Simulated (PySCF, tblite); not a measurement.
C₄H₈FN₂Si (doublet state).
Z-matrix (Å and degrees, GFN2-xTB geometry), rows numbered from 1:
```
N 
C   1  1.2199
C   2  1.5006  1  126.55
F   3  1.3909  2  109.22  1  -164.03
C   3  1.5355  2  115.95  1   -38.15
C   5  1.5420  3  100.20  2   130.39
Si  6  1.9207  5   92.08  3    -9.70
N   7  1.7108  3  108.79  2   110.59
H   2  1.0990  1  122.84  3   177.96
H   5  1.0893  3  111.53  2  -108.62
H   5  1.0885  3  109.78  2    12.38
H   6  1.0894  5  111.78  3   107.73
H   6  1.0872  5  112.90  3  -131.00
H   7  1.4524  3  116.35  2   -13.97
H   8  1.0083  7  120.32  3    31.26
H   8  1.0053  7  121.23  3   179.21
```

Jobs on this species (16 atoms, 69 electrons) with PySCF (density fitting) and tblite. Hardware of each: Intel Xeon Platinum 8488C, one thread, on a shared host. The host was shared with other jobs, so the times are rough.

```json
{"level and settings": "GFN2-xTB", "work": "L-BFGS relaxation", "basis functions": "–", "SCF cycles": "–", "wall time": "0.93 s"}
{"level and settings": "GFN2-xTB", "work": "Hessian by finite differences", "basis functions": "–", "SCF cycles": "–", "wall time": "0.58 s"}
{"level and settings": "UKS B3LYP, pcH-1 on C F H N Si, non-relativistic, mean-field spin-orbit, GIAO", "work": "unrestricted SCF, g, hyperfine, density and orbital grids written", "basis functions": "290", "SCF cycles": "?", "wall time": "?"}
```

Task: Fill in the missing figures.

Result: 
- UKS B3LYP, pcH-1 on C F H N Si, non-relativistic, mean-field spin-orbit, GIAO; unrestricted SCF, g, hyperfine, density and orbital grids written: 88 s, 15 SCF cycles

Task: What do all jobs in the table cost together?

Result: About 90 s; the longest takes about 98 % of that, and about 150 times as long as the shortest.
